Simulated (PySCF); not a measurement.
SCF from a fresh guess for quartet RuH₅, at the PBE0 minimum. PySCF input:

```python
from pyscf import gto, scf, dft
mol = gto.M(atom='''
Ru     0.015790     0.023260    -0.000000
H     -0.000000    -0.848750     1.562160
H      0.000000    -0.848750    -1.562160
H     -0.236510     1.668420     0.000000
H     -0.679930    -1.161330     1.155210
H     -0.679930    -1.161330    -1.155210''',
    basis={'Ru': 'def2-TZVP', 'H': 'def2-TZVP'},
    ecp={'Ru': 'def2-TZVP'},
    charge=0, spin=3)
mf = dft.UKS(mol, xc='PBE0')
mf.grids.atom_grid = (50, 194)
aux = {'Ru': 'def2-universal-JKFIT', 'H': 'def2-universal-JKFIT'}
mf = mf.density_fit(auxbasis=aux)
mf.conv_tol = 1e-08
mf.diis_space = 10
mf.max_cycle = 60
mf.init_guess = 'minao'
mf.verbose = 4
mf.kernel()
```

Excerpt of the output (cycles alone):

```
init E= -89.6647677348778
cycle= 1 E= -97.1290938612303  delta_E= -7.46  |g|=  1.2  |ddm|= 2.78
cycle= 2 E= -90.8564695307102  delta_E= 6.27  |g|=  2.9  |ddm|= 9.21
cycle= 3 E= -97.6474319607504  delta_E= -6.79  |g|= 0.433  |ddm|= 9.13
cycle= 4 E= -97.7580862843467  delta_E= -0.111  |g|= 0.046  |ddm|= 0.438
cycle= 5 E= -97.7599438322702  delta_E= -0.00186  |g|= 0.0308  |ddm|= 0.0788
cycle= 6 E= -97.7605702645247  delta_E= -0.000626  |g|= 0.0133  |ddm|= 0.0304
cycle= 7 E= -97.7609456632266  delta_E= -0.000375  |g|= 0.00798  |ddm|= 0.0402
cycle= 8 E= -97.7610173987842  delta_E= -7.17e-05  |g|= 0.00139  |ddm|= 0.0214
cycle= 9 E= -97.7610199296789  delta_E= -2.53e-06  |g|= 0.000804  |ddm|= 0.00269
cycle= 10 E= -97.7610210568006  delta_E= -1.13e-06  |g|= 0.000285  |ddm|= 0.0018
cycle= 11 E= -97.7610216333788  delta_E= -5.77e-07  |g|= 0.000143  |ddm|= 0.00168
cycle= 12 E= -97.7610217922595  delta_E= -1.59e-07  |g|= 4.85e-05  |ddm|= 0.00112
cycle= 13 E= -97.761021805845  delta_E= -1.36e-08  |g|= 2.16e-05  |ddm|= 0.00028
cycle= 14 E= -97.761021810028  delta_E= -4.18e-09  |g|= 1.05e-05  |ddm|= 0.000143
Extra cycle  E= -97.7610218105943  delta_E= -5.66e-10  |g|= 7.45e-06  |ddm|= 3.42e-05
converged SCF energy = -97.7610218105943  <S^2> = 3.7613517  2S+1 = 4.0056718
```

No lower solution of this spin was found from smeared starts or by a stability analysis within the unrestricted form.

With open d or f shells other occupations or spin states may lie lower.

The search for the lowest solution, 3 starts and the stability check together, took 14 s on 2 threads of a shared Arm Neoverse N1 host, with 70 basis functions; the process peaked at 0.49 GiB.
